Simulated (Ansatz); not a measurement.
Ansatz (a first-principles code) input (r2SCANh/def2-TZVPD):

Ansatz 0.2 input:
```yaml
crystal:
  periodic: [false, false, false]
  atoms:
    - {symbol: Mn, position_ang: [-0.00000000, -0.00000000, -1.78229477]}
    - {symbol: I, position_ang: [0.00000000, 0.00000000, 0.84070508]}
basis:
  gaussian:
    orbitals: def2-TZVPD
hamiltonian:
  xc: {name: r2SCANh}
magnetization: {spin_polarized: true, initial_magnetization: 6}
output: {forces: true}
```

Output:

```
Functional definition: r2SCANh
integrals: 0.04 GiB planned
880 factors; their error is unknown
mean field: 0.56 GiB planned
mean field evaluation 1: about -39388.0758 eV, gradient 1.0e2 eV
mean field evaluation 2: about -38999.5107 eV, gradient 2.3e2 eV
mean field evaluation 4: about -39423.2367 eV, gradient 1.3e1 eV
mean field evaluation 8: about -39424.7678 eV, gradient 3.4e-1 eV
mean field evaluation 16: about -39424.9304 eV, gradient 4.3e-4 eV
mean field -39424.93044280 eV, -1448.8394705952 hartree, gradient 7.7e-5 eV, S^2 12.006670; 0 other end points of the search recorded, 0 dependent functions left out
the calculation of the forces begins
reference -39424.93046322 eV, -1448.8394713455 hartree; 28, 22 occupied and 79, 85 virtual orbitals, 880 factors
Total energy: -39424.93046322 eV, -1448.8394713455 hartree
Atom 0 at    -0.000000    -0.000000    -1.782295 Å, force     0.000000     0.000000     0.214320 eV/Å
Atom 1 at     0.000000     0.000000     0.840705 Å, force    -0.000000    -0.000000    -0.214320 eV/Å
Dipole moment:    -0.000000     0.000000    -0.646486 e Å
```

The spin state was set by rule; other spins were not relaxed.
